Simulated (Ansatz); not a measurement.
Process, species as SMILES: [GeH2] (GeH2) (closed-shell singlet) → Ge atom + 2 H atom
B3LYP-D3(BJ)/def2-TZVP geometries, fixed; electronic energies without zero-point terms.
Largest species:
```xyz
3

Ge    -0.0030    -0.0010     0.0661
H      0.0397    -1.1207    -1.0751
H      0.0547     1.1536    -1.0391
```

The atomisation energy at CCSD(T) with Ansatz (a quantum-chemistry and plane-wave program), in kcal/mol, split into its Hartree-Fock and correlation parts. Cores are frozen (with 3d on Ga to Br). A restricted Hartree-Fock determinant is unstable towards unrestricted orbitals. Open shells are unrestricted. No added dispersion term, no relativity. Functions are those of the species that has most.

| basis | X | functions | Hartree-Fock | CCSD(T) |
|---|---|---|---|---|
| aug-cc-pVDZ | 2 | 54 | 96.07 | 132.89 |
| aug-cc-pVTZ | 3 | 105 | 97.25 | 138.93 |
| aug-cc-pVQZ | 4 | 185 | 97.58 | 140.55 |

Worked estimate of the basis-set limit from each neighbouring pair, with Hartree-Fock from the larger set and the correlation part extrapolated as X^-3.
Correlation parts: X = 2: 36.82, X = 3: 41.68, X = 4: 42.97.
- (2,3): (27·(41.68) - 8·(36.82))/19 = 43.73; with Hartree-Fock 97.25 the estimate is 140.98 kcal/mol.
- (3,4): (64·(42.97) - 27·(41.68))/37 = 43.91; with Hartree-Fock 97.58 the estimate is 141.49 kcal/mol.
The last two estimates differ by 0.52 kcal/mol; the largest set lies 0.94 from the last. Over the last step Hartree-Fock moves by 0.33 and the correlation part by 1.29.
